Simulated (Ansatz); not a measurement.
Consider the ligand exchange at a B–O bond: `COB[SiH3]` + CH₃NH₂ → `CNB[SiH3]` + CH₃OH.

Computed with Ansatz on PBE0-D4/def2-TZVP structures; ΔE is electronic, products minus reactants. CBS: MP2 limit from def2 TZ/QZ plus the TZ coupled-cluster correction, frozen cores. This one scheme is used for every species. Functionals use def2-TZVPP. Each species was taken in one conformer, which may not be the lowest.

`COB[SiH3]`:

Cartesian coordinates in Å:
```
C -1.565 -1.438 -0.148
O -0.827 -0.285 0.214
B 0.415 -0.054 -0.232
Si 1.376 1.629 0.356
H -2.488 -1.123 -0.639
H -1.819 -1.990 0.758
H -0.988 -2.078 -0.821
H 0.927 -0.859 -0.974
H 2.635 1.270 1.072
H 1.774 2.432 -0.837
H 0.561 2.495 1.251
```

CH₃NH₂:

Z-matrix (Å, degrees):
```
C
N 1 1.453
H 1 1.092 2 109.4
H 1 1.100 2 115.4 3 -121.6
H 1 1.092 2 109.4 3 116.8
H 2 1.012 1 110.6 3 62.6
H 2 1.012 1 110.6 3 -179.3
```

`CNB[SiH3]`:

Cartesian coordinates in Å:
```
C -1.801 0.083 1.141
N -0.780 -0.049 0.124
B 0.583 0.123 0.285
Si 1.833 -0.111 -1.277
H -2.522 0.864 0.882
H -1.327 0.348 2.085
H -2.348 -0.854 1.278
H -1.147 -0.293 -0.785
H 0.978 0.413 1.382
H 2.605 1.134 -1.557
H 2.830 -1.192 -1.028
H 1.096 -0.467 -2.528
```

CH₃OH:

Cartesian coordinates in Å:
```
C -0.217 -0.224 0.173
O 0.859 0.163 -0.652
H -0.210 -1.313 0.215
H -1.187 0.096 -0.228
H -0.117 0.157 1.197
H 0.872 1.121 -0.706
```

Problem. Is it downhill or uphill in electronic energy at CCSD(T)/CBS, and by how much? (Best estimate.)

Solution. Ansatz gave: Downhill: ΔE = -3.3 kcal/mol.

Problem. What do these levels give: LDA (SPW92), BLYP-D4, r2SCANh-D4, r2SCAN0-D4, CAM-B3LYP-D4, SCS-MP2/def2-QZVPP? (An estimate is asked.)

Solution. Ansatz gave: LDA (SPW92) -4.9, BLYP-D4 -2.9, r2SCANh-D4 -3.5, r2SCAN0-D4 -3.5, CAM-B3LYP-D4 -2.7, SCS-MP2/def2-QZVPP -2.9 kcal/mol.

Largest T1 diagnostic among the species: 0.014.

In def2-TZVPP, CCSD(T) changes the Hartree–Fock value by −2.5 kcal/mol (the triples alone add −0.3 kcal/mol) and MP2 by −3.0 kcal/mol. Leaving LDA and LC-ωPBE aside and taking each functional with its dispersion term where it has one, the values, not all of them listed here, spread over 1.7 kcal/mol, from revPBE-D4 to B97M-V. LDA lies −1.1 kcal/mol from PBE without D4.
